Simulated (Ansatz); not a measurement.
Relaxation of CH7BOSSi (12 atoms, charge 0, multiplicity 1), to a largest force component of 0.015 eV/Å in at most 40 steps.

Theory: RKS r2SCAN/def2-SVP (Ansatz 0.2.0).

```xyz
12
Properties=species:S:1:pos:R:3
Si -1.443 -0.801 1.270
B 0.406 -0.565 0.914
O 0.885 0.633 0.204
C 1.069 0.362 -1.164
S 1.618 1.816 -2.040
H -1.961 0.398 2.061
H -2.189 -0.783 -0.017
H -1.693 -1.992 1.983
H 1.167 -1.364 1.352
H 1.710 -0.479 -1.341
H -0.018 0.110 -1.564
H 0.525 2.610 -1.624
```

Q: Where does it end, and by what steps?

A: The run converged. The force dipped under the threshold on the way, but the program's further checks kept it going. After 32 steps the energy has fallen by 1.487 eV; O3 moved furthest, 1.41 Å.

```json
{"step": "0", "energy less start (eV)": "0.0000", "largest force component (eV/Å)": "3.636", "accepted": "yes"}
{"step": "2", "energy less start (eV)": "-0.7452", "largest force component (eV/Å)": "0.716", "accepted": "yes"}
{"step": "4", "energy less start (eV)": "-1.0752", "largest force component (eV/Å)": "1.191", "accepted": "yes"}
{"step": "6", "energy less start (eV)": "-1.3090", "largest force component (eV/Å)": "0.956", "accepted": "yes"}
{"step": "8", "energy less start (eV)": "-1.2274", "largest force component (eV/Å)": "0.941", "accepted": "no"}
{"step": "10", "energy less start (eV)": "-1.4341", "largest force component (eV/Å)": "0.059", "accepted": "yes"}
{"step": "12", "energy less start (eV)": "-1.4481", "largest force component (eV/Å)": "0.207", "accepted": "yes"}
{"step": "14", "energy less start (eV)": "-1.4667", "largest force component (eV/Å)": "0.289", "accepted": "yes"}
{"step": "16", "energy less start (eV)": "-1.4728", "largest force component (eV/Å)": "0.164", "accepted": "yes"}
{"step": "18", "energy less start (eV)": "-1.4768", "largest force component (eV/Å)": "0.241", "accepted": "yes"}
{"step": "20", "energy less start (eV)": "-1.4809", "largest force component (eV/Å)": "0.076", "accepted": "yes"}
{"step": "22", "energy less start (eV)": "-1.4828", "largest force component (eV/Å)": "0.031", "accepted": "yes"}
{"step": "24", "energy less start (eV)": "-1.4844", "largest force component (eV/Å)": "0.039", "accepted": "yes"}
{"step": "26", "energy less start (eV)": "-1.4855", "largest force component (eV/Å)": "0.052", "accepted": "yes"}
{"step": "28", "energy less start (eV)": "-1.4862", "largest force component (eV/Å)": "0.040", "accepted": "yes"}
{"step": "30", "energy less start (eV)": "-1.4865", "largest force component (eV/Å)": "0.007", "accepted": "yes"}
{"step": "32", "energy less start (eV)": "-1.4866", "largest force component (eV/Å)": "0.011", "accepted": "yes"}
```

```xyz
12
Properties=species:S:1:pos:R:3
Si -1.661 -0.785 1.573
B 0.082 -0.423 0.602
O 0.043 -0.049 -0.697
C 1.227 0.255 -1.418
S 1.733 1.991 -1.270
H -1.777 0.109 2.772
H -2.871 -0.580 0.716
H -1.683 -2.195 2.085
H 1.165 -0.549 1.146
H 2.083 -0.329 -1.037
H 1.045 0.000 -2.472
H 0.691 2.500 -1.966
```

Whether the end is a true minimum wasn't checked by a vibrational analysis.

The run took 2.4 min on 2 threads of Arm Neoverse V1, on a shared host, peak memory 0.2 GiB.
